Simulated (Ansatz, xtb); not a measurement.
# Ranking isomers of C3H7FOSi

8 gas-phase structures of C3H7FOSi, from a drawn sample of its isomers (lower ones may exist). Each was relaxed with GFN2-xTB:

A. `F[C@@]1([SiH3])CCO1`, a singlet
B. `F[C@@H]1CO[C@H]1[SiH3]`, a singlet
C. `FC1([SiH3])COC1`, a singlet
D. `F[C@@H]1CO[C@@H]1[SiH3]`, a singlet
E. `F[C@@H]1C[C@@H]([SiH3])O1`, a singlet
F. `F[C@@H]1C[C@H]([SiH3])O1`, a singlet
G. `F[C@@H]1OC[C@H]1[SiH3]`, a singlet
H. `F[C@@H]1OC[C@@H]1[SiH3]`, a singlet

Q: Make a reasoned guess at their ranking by r2SCAN-D4/def2-SVP single-point energy.

A: Calculated order at r2SCAN-D4/def2-SVP: H (0.0), G (6.2), E (15.1), F (15.5), A (22.4), D (53.1), B (59.1), C (64.3) kJ/mol. Less than 1 kcal/mol parts E and F, so the order within that pair means little.

Energies above the lowest of each column, in kJ/mol; the last columns are at B3LYP-D3(BJ)/def2-SVP geometries and were run for some of them only (a dash: not run or not comparable):

```tsv
structure	GFN2-xTB	HF/STO-3G	r2SCAN-D4/def2-SVP	B3LYP-D3(BJ)/def2-SVP	CCSD(T)/def2-SVP + ΔMP2/def2-TZVPP
H	0.0	0.0	0.0	0.0	0.0
G	2.8	2.2	6.2	6.2	2.4
E	4.0	7.1	15.1	14.0	11.8
F	0.0	11.6	15.5	13.5	11.8
A	5.7	4.2	22.4	20.9	21.6
D	21.3	28.2	53.1	47.6	49.2
B	25.0	27.9	59.1	–	–
C	29.5	32.7	64.3	–	–
```

Every level run on H puts it lowest or level with the lowest. Frequencies (GFN2-xTB) were run for A, D, E, F, G, H alone. ΔMP2 is the change of the MP2 energy from the smaller to the larger basis.

Over these structures GFN2-xTB departs from r2SCAN-D4/def2-SVP by 11.4 kJ/mol on average once a common shift is removed. A GFN2-xTB relaxation took about 0.13 s and the r2SCAN-D4/def2-SVP energy about 2 s on a shared host (Ansatz 0.2.0, xtb 6.7.1).
